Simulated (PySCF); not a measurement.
Co(Cp)2, C₁₀H₁₀Co, doublet, GFN2-xTB optimised geometry.

```
21

Co    -0.02     0.27     0.00
C      1.64     1.58     0.00
C      2.14     0.27     0.00
C      1.61    -0.39     1.14
C      0.91     0.57     1.93
C      0.89     1.77     1.21
H      1.90     2.36    -0.69
H      2.83    -0.15    -0.71
H      1.87    -1.38     1.46
H      0.52     0.41     2.92
H      0.50     2.72     1.55
C     -1.05    -1.33    -0.93
C     -0.90    -0.32    -1.89
C     -1.50     0.85    -1.36
C     -2.17     0.51    -0.15
C     -1.86    -0.82     0.14
H     -0.76    -2.36    -1.05
H     -0.44    -0.41    -2.86
H     -1.62     1.79    -1.90
H     -2.83     1.16     0.40
H     -2.26    -1.41     0.95
```

Density from unrestricted PBE0/def2-SVP (PySCF) at that geometry.

Minimum of the electron density along straight lines between bonded atoms, close to the bond critical point (lines longer than 1.1 times the sum of covalent radii, or with two minima, are not listed):

```csv
bond,length / Å,ρ at the minimum / e bohr⁻³,∇²ρ there / e bohr⁻⁵,position (fraction from the first atom)
Co1–C2,2.114,0.072,0.26,0.49
Co1–C3,2.167,0.066,0.28,0.49
C2–C3,1.405,0.299,-0.70,0.50
Co1–C4,2.092,0.076,0.25,0.49
C3–C4,1.418,0.292,-0.68,0.50
Co1–C5,2.164,0.066,0.27,0.49
C4–C5,1.425,0.288,-0.67,0.50
Co1–C6,2.136,0.069,0.26,0.49
C2–C6,1.433,0.285,-0.66,0.50
C5–C6,1.400,0.301,-0.71,0.50
C2–H7,1.079,0.282,-1.07,0.63
C3–H8,1.077,0.282,-1.07,0.63
C4–H9,1.080,0.282,-1.07,0.63
C5–H10,1.077,0.282,-1.07,0.63
C6–H11,1.078,0.282,-1.07,0.63
Co1–C12,2.113,0.073,0.26,0.49
Co1–C13,2.167,0.066,0.28,0.49
C12–C13,1.405,0.298,-0.70,0.50
Co1–C14,2.092,0.076,0.25,0.49
C13–C14,1.418,0.292,-0.68,0.50
Co1–C15,2.163,0.066,0.27,0.49
C14–C15,1.426,0.288,-0.67,0.50
Co1–C16,2.138,0.069,0.26,0.49
C12–C16,1.433,0.285,-0.66,0.50
C15–C16,1.399,0.302,-0.71,0.50
C12–H17,1.079,0.282,-1.07,0.63
C13–H18,1.077,0.282,-1.07,0.63
C14–H19,1.080,0.282,-1.07,0.63
C15–H20,1.077,0.282,-1.07,0.63
C16–H21,1.078,0.282,-1.07,0.63
```
